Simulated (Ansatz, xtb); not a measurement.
## A geometry optimisation of BClH6OSi2 with r2SCAN-D4/def2-SVP

The starting geometry of this gas-phase singlet has its atoms placed at random.

```yaml
atoms:
  - { symbol: B, position_ang: [-0.2611, -1.6798, -1.1924] }
  - { symbol: Cl, position_ang: [0.1166, 0.9122, 1.7135] }
  - { symbol: O, position_ang: [1.6454, -0.6788, 1.8549] }
  - { symbol: Si, position_ang: [-1.1268, -0.5401, 1.2424] }
  - { symbol: Si, position_ang: [1.5323, -0.4077, -1.2870] }
  - { symbol: H, position_ang: [-0.6192, -1.2000, -0.3212] }
  - { symbol: H, position_ang: [0.7279, 0.7197, -0.3157] }
  - { symbol: H, position_ang: [-1.7329, -0.0307, 0.0454] }
  - { symbol: H, position_ang: [-0.2510, -0.2247, -0.5735] }
  - { symbol: H, position_ang: [0.7229, -1.2243, 1.1079] }
  - { symbol: H, position_ang: [0.1046, -0.6602, 0.3316] }
```

Problem. One run relaxed it with r2SCAN-D4/def2-SVP. What is a likely outcome?

Solution. It ends as a structure with Cl2 bridging Si5 and Si4, H11 bridging B1 and Si4, given below by its coordinates. Distances that change by over a tenth: B1–Si5 (2.20 → 1.97 Å), B1–H6 (1.06 → 1.22 Å), Cl2–Si4 (1.97 → 2.36 Å), Si5–H7 (1.69 → 1.48 Å). Contacts that open: Si4–H6 (1.77 → 3.36 Å). Contacts that close: B1–H9 (1.58 → 1.21 Å), B1–H11 (1.87 → 1.34 Å), Cl2–Si5 (3.57 → 2.30 Å), O3–Si5 (3.16 → 1.66 Å), O3–H10 (1.31 → 0.97 Å).

The energy falls by 17.93 eV over 40 steps:

| step | E − E(last) (eV) |
| --- | --- |
| 1 | 17.927 |
| 5 | 9.377 |
| 10 | 2.568 |
| 14 | 1.132 |
| 18 | 0.345 |
| 23 | 0.170 |
| 27 | 0.145 |
| 31 | 0.073 |
| 36 | 0.003 |
| 40 | 0.000 |

Final geometry (Å):

```yaml
atoms:
  - { symbol: B, position_ang: [-0.4582, -1.2418, -0.4619] }
  - { symbol: Cl, position_ang: [0.1221, 0.2852, 2.2928] }
  - { symbol: O, position_ang: [2.4994, -0.6129, 0.4050] }
  - { symbol: Si, position_ang: [-1.9492, 0.1955, 1.1578] }
  - { symbol: Si, position_ang: [0.9640, -0.0356, 0.1791] }
  - { symbol: H, position_ang: [-0.2264, -2.3882, -0.1145] }
  - { symbol: H, position_ang: [1.1484, 1.3873, -0.1983] }
  - { symbol: H, position_ang: [-1.4219, 1.2075, 0.1463] }
  - { symbol: H, position_ang: [-0.8302, -1.0794, -1.6048] }
  - { symbol: H, position_ang: [2.5685, -1.5711, 0.5103] }
  - { symbol: H, position_ang: [-1.5578, -1.1608, 0.2940] }
```

From the same start GFN2-xTB ends elsewhere, differing in Cl2–Si5 (2.61 against 2.30 Å here), Si4–H11 (2.16 against 1.65 Å here).

From so rough a start the end depends on the optimiser's path, so another program may land elsewhere. The end wasn't checked by frequencies. Run with Ansatz 0.2.0, 2.4 min on 2 threads of Intel(R) Xeon(R) Platinum 8488C (Sapphire Rapids) (shared host).
